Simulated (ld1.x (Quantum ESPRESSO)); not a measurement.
# arsenic (As): one change to a TM potential, before and after

ld1.x (Quantum ESPRESSO) 7.5 input, shortened:

```
&input
   title='As', zed=33., rel=1, dft='REVPBE', iswitch=3,
   config='[Ar] 3d10 4s2 4p1.5'
 /
 &inputp
   pseudotype=2, tm=.true., lloc=0,
   nlcc=.true., rcore=1.05
 /
2
4P  2  1   1.50   0.00  1.65  1.65  0.0
4S  1  0   2.00   0.00  1.30  1.30  0.0
 &test
   configts(1)='4s2 4p1.5'
 /
```

All-electron outer shells of the reference configuration (revPBE, scalar-relativistic, ld1.x):

```json
{"shell": "4s", "level (eV)": "-28.20", "outermost node (bohr)": "0.73", "outermost maximum (bohr)": "1.59"}
{"shell": "4p", "level (eV)": "-17.82", "outermost node (bohr)": "0.77", "outermost maximum (bohr)": "1.87"}
```

Change: wave 4s (bound): rc 1.30 bohr becomes 4s (bound): rc 1.66 bohr.

Cutoffs: the cutoffs (Ry, on a coarse ladder) from which the occupation-weighted sum of valence levels, in a spherical-Bessel basis at the reference potential, stays within 10 and 1 mRy of its value at 400 Ry; they do not see the model core or the augmentation charge, which bear on the density cutoff. Errors are all-electron minus pseudo energies relative to the spin-unpolarised reference configuration.

**Question.** Predict the effect on cutoff, ghosts and configuration errors.

**Answer.** The potential gets softer (45 Ry and 110 Ry → 35 Ry and 50 Ry); the bound ghost in p disappears; of the 7 tests that both files solve, the error grows in 0 and shrinks in 4 by more than 15 % and 0.3 meV (median size 10.6 → 6.9 meV); the range in which the s phases agree widens (upper end 2.8 → 4.2). A larger radius leaves more room for a smooth pseudo-wave, so fewer plane waves are needed. That the errors move this way runs against the usual rule that smaller radii transfer better.

```tsv
quantity	base	changed
cutoff, loose	45 Ry	35 Ry
cutoff, tight	110 Ry	50 Ry
loose cutoff by channel (10 mRy a level)	p 15 Ry, s 40 Ry	p 15 Ry, s 18 Ry
bound ghosts	p	none
error for 4s2 4p3, meV [ΔE -16.87 eV]	-8.5	-5.8
error for 4s2 4p2, meV [ΔE -7.76 eV]	-0.9	-0.6
error for 4s2 4p1, meV [ΔE 10.09 eV]	-4.4	-4.3
error for 4s2 4p3.3, meV [ΔE -18.09 eV]	-11	-6.9
error for 4s1 4p0, meV [ΔE 88.13 eV]	-254	-260
error for 4s2 4p0, meV [ΔE 37.69 eV]	-43	-46
error for 4s0 4p5, meV [ΔE 2.12 eV]	-29	-22
s: phases at 1.79 bohr within 0.05 rad from the reference energy up to (Ry; the scan ends near 5)	2.8	4.2
p: phases at 1.79 bohr within 0.05 rad from the reference energy up to (Ry; the scan ends near 5)	to the end of the scan	to the end of the scan
```

 A true bound ghost makes a file unfit for plane-wave use even where its test errors are small: the radial tests pick states by their node count and pass the ghost by.
